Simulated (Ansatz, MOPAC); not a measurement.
Molecule: C₂HCl₂ (charge 0, doublet). SMILES: Cl/[C]=C\Cl

Atoms: Cl1, C2, C3, Cl4, H5. Bonds: Cl1-C2, C2-C3, C3-Cl4, C3-H5.

Bond lengths (Å) and angles (degrees) optimised at PM7 with MOPAC; HF/STO-3G with Ansatz (a program for electronic structure); HF/3-21G with Ansatz; PBE/6-31G* with Ansatz, each started from the B3LYP-D3(BJ)/def2-TZVP structure (Ansatz) of the last column. A row stands for all coordinates that are equal there. 6-31G* holds six Cartesian d functions. No wavenumbers were computed at HF/STO-3G, PBE/6-31G*, so these may be saddle points.

```json
[
 {"coordinate": "Cl1-C2", "PM7": "1.570", "HF/STO-3G": "1.752", "HF/3-21G": "1.762", "PBE/6-31G*": "1.672", "B3LYP-D3(BJ)/def2-TZVP": "1.656"},
 {"coordinate": "C2-C3", "PM7": "1.319", "HF/STO-3G": "1.365", "HF/3-21G": "1.315", "PBE/6-31G*": "1.323", "B3LYP-D3(BJ)/def2-TZVP": "1.306"},
 {"coordinate": "C3-Cl4", "PM7": "1.723", "HF/STO-3G": "1.779", "HF/3-21G": "1.830", "PBE/6-31G*": "1.764", "B3LYP-D3(BJ)/def2-TZVP": "1.752"},
 {"coordinate": "C3-H5", "PM7": "1.079", "HF/STO-3G": "1.086", "HF/3-21G": "1.066", "PBE/6-31G*": "1.092", "B3LYP-D3(BJ)/def2-TZVP": "1.080"},
 {"coordinate": "Cl1-C2-C3", "PM7": "159.6", "HF/STO-3G": "131.0", "HF/3-21G": "133.4", "PBE/6-31G*": "137.6", "B3LYP-D3(BJ)/def2-TZVP": "137.8"},
 {"coordinate": "C2-C3-Cl4", "PM7": "118.0", "HF/STO-3G": "123.0", "HF/3-21G": "121.9", "PBE/6-31G*": "124.4", "B3LYP-D3(BJ)/def2-TZVP": "123.5"},
 {"coordinate": "C2-C3-H5", "PM7": "127.8", "HF/STO-3G": "122.0", "HF/3-21G": "124.5", "PBE/6-31G*": "122.0", "B3LYP-D3(BJ)/def2-TZVP": "122.7"},
 {"coordinate": "Cl4-C3-H5", "PM7": "114.1", "HF/STO-3G": "115.0", "HF/3-21G": "113.6", "PBE/6-31G*": "113.7", "B3LYP-D3(BJ)/def2-TZVP": "113.9"}
]
```

Mean signed difference of all 4 bond lengths from B3LYP-D3(BJ)/def2-TZVP: PM7 -0.026 Å, HF/STO-3G 0.047 Å, HF/3-21G 0.045 Å, PBE/6-31G* 0.014 Å.
